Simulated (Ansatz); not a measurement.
`[OH][Al]1[CH2][CH]1F` + H₂ → `F[CH]1[CH2][AlH]1` + H₂O at 600 K and 1 bar (hydrogenolysis of the Al–O bond).

Isolated molecules relaxed with PBE0-D4/def2-TZVP in Ansatz; ΔE leaves out vibrations. CCSD(T)/CBS is the MP2 limit (def2-TZVPP, def2-QZVPP) plus CCSD(T) − MP2 in def2-TZVPP, frozen cores. This one scheme is used for every species. One conformer a species, not always the lowest.

```csv
species,CCSD(T)/CBS energy (Eh),H − E (kJ/mol),S (J/(mol·K))
`[OH][Al]1[CH2][CH]1F`,-495.47349,208.5,411.7
H₂,-1.17544,43.9,150.8
`F[CH]1[CH2][AlH]1`,-420.22874,179.7,366.7
H₂O,-76.37941,76.8,212.8
```

H − E and S are ideal-gas, rigid-rotor, harmonic terms from PBE0-D4/def2-TZVP, for one conformer and one mirror image of each species. The MP2-based limit puts H₂ 0.8 mEh under its directly extrapolated value; such offsets cancel only in part. 1 Eh = 2625.50 kJ/mol, R = 8.31446 J/(mol·K).

Question: By hand: ΔE, ΔH, ΔS and ΔG.

Answer: ΔE = (-420.22874) + (-76.37941) − (-495.47349) − (-1.17544) = 0.04078 Eh = 107.1 kJ/mol. Δ(H − E) = 179.7 + 76.8 − 208.5 − 43.9 = 4.1, so ΔH = 111.2 kJ/mol. ΔS = 366.7 + 212.8 − 411.7 − 150.8 = 17.0 J/(mol·K). ΔG = 111.2 − 600 × (17.0)/1000 = 101.0 kJ/mol.

Question: By hand: the equilibrium constant, and the temperature at which ΔG would vanish if ΔH and ΔS stayed fixed.

Answer: log₁₀ K = −ΔG/(RT ln 10) = -8.8. ΔG = 0 at ΔH/ΔS = 6541 K, far beyond where these terms or the molecules hold.

ΔH outweighs TΔS. A doubt of 5 kJ/mol in ΔE shifts log₁₀ K by 0.4 here. Other conformers and mirror images would add mixing entropy, several J/(mol·K) or more a flexible species. These are equilibria of isolated gas molecules and say nothing of rates. Largest T1 diagnostic: 0.013 (customary marks: 0.02 for closed shells, 0.045 for open ones).
